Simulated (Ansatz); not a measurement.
Born–Oppenheimer molecular dynamics of Cl2H4OSi2 (9 atoms, charge 0, multiplicity 1). It starts at the highest image of a converged band. Of that band: Neighbouring images differ by up to 1.4 eV, so the band resolves the path poorly. A vibrational analysis at the climbing image gives one clearly imaginary mode, 1165i cm⁻¹: a first-order saddle point.

Method: RKS r2SCAN-D4/6-31G* (Ansatz 0.2.0).

```
ensemble                      : NVE (velocity Verlet)
time step                     : 0.5 fs
steps asked                   : 200
starting velocities drawn for : 100 K
seed                          : 10717
```

Frames 2.5 fs apart, positions in Å, forces in eV/Å.

Velocities at 70.0 fs (Å/ps):

```
Si -2.81 -3.22 0.38
Si 6.99 6.06 0.89
O -9.89 -0.06 2.48
H 30.42 -28.18 -50.53
Cl 0.15 -1.17 -2.05
Cl 0.63 -1.24 0.89
H 2.85 11.82 12.70
H -7.93 33.85 12.43
H -12.14 -11.34 -8.79
```

```xyz
9
Properties=species:S:1:pos:R:3:forces:R:3 time_fs=70.0 energy_less_start_eV=-0.490 T=645
Si -0.670 -0.831 -0.030 5.18 0.18 -4.55
Si 0.742 1.210 0.315 -1.86 -0.33 0.38
O -0.025 -1.716 -1.558 -5.40 -1.39 2.92
H -0.989 -2.458 -1.531 4.28 2.78 -0.63
Cl -2.512 -0.451 -0.506 -2.77 0.85 -0.19
Cl -0.487 -2.240 1.311 0.00 -1.38 2.16
H 0.729 2.310 -0.676 -0.16 -0.27 -0.55
H 2.103 1.194 0.836 0.49 -0.55 0.24
H -0.171 1.762 1.365 0.24 0.11 0.22
9
Properties=species:S:1:pos:R:3:forces:R:3 time_fs=72.5 energy_less_start_eV=-1.314 T=1544
Si -0.672 -0.838 -0.034 4.96 0.02 -4.56
Si 0.758 1.225 0.317 -2.04 -0.50 0.32
O -0.059 -1.719 -1.547 -2.76 -0.07 2.25
H -0.795 -2.445 -1.668 1.94 1.66 0.07
Cl -2.514 -0.453 -0.511 -2.71 0.86 -0.14
Cl -0.485 -2.244 1.315 -0.01 -1.31 2.12
H 0.731 2.332 -0.662 -0.15 -0.25 -0.59
H 2.101 1.261 0.875 0.56 -0.58 0.26
H -0.194 1.738 1.351 0.22 0.16 0.26
9
Properties=species:S:1:pos:R:3:forces:R:3 time_fs=75.0 energy_less_start_eV=-1.167 T=1399
Si -0.663 -0.846 -0.047 4.22 -0.47 -4.47
Si 0.769 1.239 0.320 -1.56 -0.52 0.42
O -0.101 -1.718 -1.526 4.08 8.46 4.96
H -0.533 -2.396 -1.824 -4.46 -6.52 -2.57
Cl -2.520 -0.454 -0.517 -2.36 0.85 0.01
Cl -0.483 -2.250 1.322 -0.01 -1.04 1.91
H 0.725 2.338 -0.681 -0.09 -0.37 -0.39
H 2.129 1.295 0.928 -0.06 -0.57 -0.07
H -0.204 1.722 1.351 0.23 0.17 0.19
9
Properties=species:S:1:pos:R:3:forces:R:3 time_fs=77.5 energy_less_start_eV=-1.384 T=1627
Si -0.645 -0.855 -0.070 3.12 -0.64 -3.63
Si 0.777 1.251 0.325 -1.18 -0.56 0.50
O -0.133 -1.695 -1.491 -0.44 -1.59 -1.04
H -0.440 -2.573 -2.057 0.68 3.43 2.78
Cl -2.531 -0.453 -0.522 -1.84 0.82 0.21
Cl -0.482 -2.259 1.333 -0.03 -0.67 1.61
H 0.713 2.323 -0.724 0.01 -0.47 -0.12
H 2.154 1.294 0.977 -0.54 -0.49 -0.40
H -0.201 1.717 1.363 0.24 0.19 0.09
9
Properties=species:S:1:pos:R:3:forces:R:3 time_fs=80.0 energy_less_start_eV=-1.124 T=1345
Si -0.620 -0.865 -0.101 1.91 -0.08 -1.89
Si 0.782 1.263 0.330 -1.24 -0.80 0.43
O -0.165 -1.675 -1.458 0.44 -3.29 -3.45
H -0.333 -2.598 -2.153 0.35 4.32 3.80
Cl -2.545 -0.451 -0.527 -1.20 0.71 0.37
Cl -0.480 -2.268 1.347 -0.05 -0.29 1.19
H 0.702 2.280 -0.774 0.10 -0.41 0.05
H 2.149 1.265 1.003 -0.50 -0.38 -0.50
H -0.184 1.723 1.380 0.20 0.22 0.01
9
Properties=species:S:1:pos:R:3:forces:R:3 time_fs=82.5 energy_less_start_eV=-1.917 T=2196
Si -0.591 -0.875 -0.136 0.76 1.08 0.43
Si 0.784 1.272 0.336 -1.69 -1.20 0.20
O -0.196 -1.667 -1.438 1.41 0.72 -0.95
H -0.207 -2.385 -2.038 -0.25 -1.01 -0.45
Cl -2.560 -0.448 -0.532 -0.49 0.54 0.44
Cl -0.479 -2.278 1.362 -0.03 0.08 0.64
H 0.696 2.213 -0.823 0.16 -0.20 0.07
H 2.116 1.213 1.001 0.04 -0.27 -0.33
H -0.156 1.742 1.398 0.10 0.26 -0.04
9
Properties=species:S:1:pos:R:3:forces:R:3 time_fs=85.0 energy_less_start_eV=-1.535 T=1776
Si -0.561 -0.883 -0.170 -0.67 2.85 3.81
Si 0.783 1.279 0.343 -2.10 -1.55 -0.07
O -0.222 -1.652 -1.418 0.91 1.91 -0.65
H -0.074 -2.286 -2.006 0.91 -4.12 -3.59
Cl -2.577 -0.443 -0.536 0.12 0.39 0.49
Cl -0.478 -2.287 1.379 0.00 0.40 0.16
H 0.700 2.134 -0.867 0.20 0.05 0.00
H 2.086 1.144 0.979 0.64 -0.22 -0.10
H -0.121 1.776 1.413 0.00 0.29 -0.06
9
Properties=species:S:1:pos:R:3:forces:R:3 time_fs=87.5 energy_less_start_eV=-0.772 T=957
Si -0.532 -0.885 -0.195 -2.02 4.82 7.72
Si 0.777 1.283 0.349 -1.84 -1.77 -0.14
O -0.243 -1.633 -1.403 4.11 -8.02 -11.59
H 0.083 -2.405 -2.152 -1.56 3.67 3.83
Cl -2.593 -0.439 -0.539 0.55 0.31 0.53
Cl -0.476 -2.296 1.396 0.04 0.64 -0.17
H 0.716 2.058 -0.911 0.21 0.20 0.02
H 2.091 1.062 0.950 0.54 -0.12 -0.12
H -0.086 1.828 1.426 -0.03 0.28 -0.09
9
Properties=species:S:1:pos:R:3:forces:R:3 time_fs=90.0 energy_less_start_eV=-1.260 T=1488
Si -0.507 -0.877 -0.205 -2.26 4.11 7.10
Si 0.768 1.283 0.355 -0.98 -1.87 -0.15
O -0.250 -1.640 -1.428 3.50 -6.30 -9.39
H 0.158 -2.336 -2.101 -1.41 2.52 2.69
Cl -2.609 -0.433 -0.541 1.01 0.20 0.54
Cl -0.475 -2.304 1.413 0.10 0.86 -0.52
H 0.744 1.992 -0.953 0.17 0.20 0.19
H 2.125 0.973 0.913 -0.15 0.09 -0.30
H -0.053 1.895 1.433 0.02 0.18 -0.16
9
Properties=species:S:1:pos:R:3:forces:R:3 time_fs=92.5 energy_less_start_eV=-1.139 T=1378
Si -0.487 -0.860 -0.200 -2.09 1.61 3.63
Si 0.756 1.279 0.361 -0.22 -1.81 -0.31
O -0.247 -1.667 -1.484 -5.63 6.22 3.90
H 0.197 -2.178 -1.948 6.81 -7.66 -6.74
Cl -2.622 -0.427 -0.542 1.48 0.09 0.54
Cl -0.473 -2.311 1.429 0.15 1.08 -0.84
H 0.782 1.939 -0.984 0.08 0.17 0.36
H 2.151 0.890 0.858 -0.67 0.28 -0.31
H -0.018 1.974 1.430 0.08 0.02 -0.23
9
Properties=species:S:1:pos:R:3:forces:R:3 time_fs=95.0 energy_less_start_eV=-1.788 T=2070
Si -0.471 -0.839 -0.186 -1.90 -0.10 1.55
Si 0.744 1.271 0.366 0.01 -1.60 -0.53
O -0.254 -1.683 -1.537 2.69 -2.13 -2.78
H 0.475 -2.284 -2.019 -2.26 2.21 2.15
Cl -2.634 -0.421 -0.542 1.81 0.00 0.53
Cl -0.471 -2.316 1.443 0.19 1.23 -0.97
H 0.825 1.897 -0.994 -0.04 0.18 0.34
H 2.140 0.822 0.787 -0.61 0.33 -0.07
H 0.021 2.054 1.413 0.11 -0.11 -0.22
9
Properties=species:S:1:pos:R:3:forces:R:3 time_fs=97.5 energy_less_start_eV=-1.160 T=1385
Si -0.460 -0.819 -0.170 -1.94 -1.47 -0.16
Si 0.732 1.260 0.370 -0.19 -1.22 -0.76
O -0.255 -1.704 -1.597 3.94 -1.76 -1.27
H 0.675 -2.318 -2.017 -3.97 2.99 2.46
Cl -2.642 -0.416 -0.541 2.06 -0.08 0.51
Cl -0.469 -2.318 1.456 0.21 1.36 -1.10
H 0.865 1.865 -0.984 -0.15 0.23 0.14
H 2.096 0.773 0.712 -0.02 0.16 0.30
H 0.067 2.127 1.384 0.07 -0.20 -0.12
```

Of the whole run (100 fs, mean temperature of the second half 1634 K): The conserved energy stayed within 2.3 meV per atom of its start (net change -1 meV per atom), so there is no drift, though single steps change it by up to 22 meV in the whole system, a sign of fast motions only just resolved. The system heated up, since it started high on the potential surface and ran downhill. A run of 0.1 ps of so small a system gives no equilibrium averages. The orbitals stay closed-shell, which can raise the energy where a bond breaks towards radicals; this wasn't checked here.

Run time: 16 min on 2 threads of Arm Neoverse V1, on a shared host, peak memory 0.18 GiB.
